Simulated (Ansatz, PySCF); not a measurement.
Input for PySCF:
```python
from pyscf import gto, scf, dft

mol = gto.Mole()
mol.atom = '''
    C     1.95179505   -1.60399281   -0.93866634
    Si    1.51442239    0.15189073   -0.57504749
    C     2.77705771    0.95376545    0.60630087
    O     0.06125965    0.23208116    0.15292714
    Si   -1.45231094   -0.18008438    0.57029738
    C    -2.29249994   -1.08439327   -0.87387750
    C    -2.37307152    1.42429876    0.99636628
    H     2.91055347   -1.89504606   -1.32957054
    H     1.26628988   -2.41711128   -0.77606579
    H     1.38510064    0.96160406   -1.79775266
    H     2.82944805    0.42552878    1.55366082
    H     2.51174679    1.98527234    0.81652142
    H     3.76835764    0.94773245    0.16497223
    H    -1.32610758   -1.06122922    1.73958173
    H    -3.30683604   -1.37959823   -0.62444550
    H    -1.74558581   -1.98278103   -1.14425824
    H    -2.34046795   -0.45646569   -1.75952578
    H    -1.86404260    1.97072778    1.78445613
    H    -3.38220873    1.21709517    1.33859359
    H    -2.44557292    2.08426380    0.13617706
'''
mol.basis = 'sto-3g'
mol.spin = 1
mol.verbose = 3
mol.build()

mf = dft.UKS(mol)
mf.xc = 'pbe0'
mf.grids.atom_grid = (99, 590)
mf.grids.prune = None
mf.kernel()
```

Task: Give the equivalent Ansatz (an electronic-structure program) input.

Result: Several could match; the one computed here: 
Ansatz 0.2 input:
```yaml
crystal:
  periodic: [false, false, false]
  atoms:
    - {symbol: C, position_ang: [1.95179505, -1.60399281, -0.93866634]}
    - {symbol: Si, position_ang: [1.51442239, 0.15189073, -0.57504749]}
    - {symbol: C, position_ang: [2.77705771, 0.95376545, 0.60630087]}
    - {symbol: O, position_ang: [0.06125965, 0.23208116, 0.15292714]}
    - {symbol: Si, position_ang: [-1.45231094, -0.18008438, 0.57029738]}
    - {symbol: C, position_ang: [-2.29249994, -1.08439327, -0.87387750]}
    - {symbol: C, position_ang: [-2.37307152, 1.42429876, 0.99636628]}
    - {symbol: H, position_ang: [2.91055347, -1.89504606, -1.32957054]}
    - {symbol: H, position_ang: [1.26628988, -2.41711128, -0.77606579]}
    - {symbol: H, position_ang: [1.38510064, 0.96160406, -1.79775266]}
    - {symbol: H, position_ang: [2.82944805, 0.42552878, 1.55366082]}
    - {symbol: H, position_ang: [2.51174679, 1.98527234, 0.81652142]}
    - {symbol: H, position_ang: [3.76835764, 0.94773245, 0.16497223]}
    - {symbol: H, position_ang: [-1.32610758, -1.06122922, 1.73958173]}
    - {symbol: H, position_ang: [-3.30683604, -1.37959823, -0.62444550]}
    - {symbol: H, position_ang: [-1.74558581, -1.98278103, -1.14425824]}
    - {symbol: H, position_ang: [-2.34046795, -0.45646569, -1.75952578]}
    - {symbol: H, position_ang: [-1.86404260, 1.97072778, 1.78445613]}
    - {symbol: H, position_ang: [-3.38220873, 1.21709517, 1.33859359]}
    - {symbol: H, position_ang: [-2.44557292, 2.08426380, 0.13617706]}
basis:
  gaussian:
    orbitals: STO-3G
hamiltonian:
  xc: pbe0
magnetization: {spin_polarized: true, initial_magnetization: 1}
accuracy: high
```

Both were run: PySCF gave -804.351659 Eh and Ansatz -804.351658 Eh, 0.000 mEh apart.
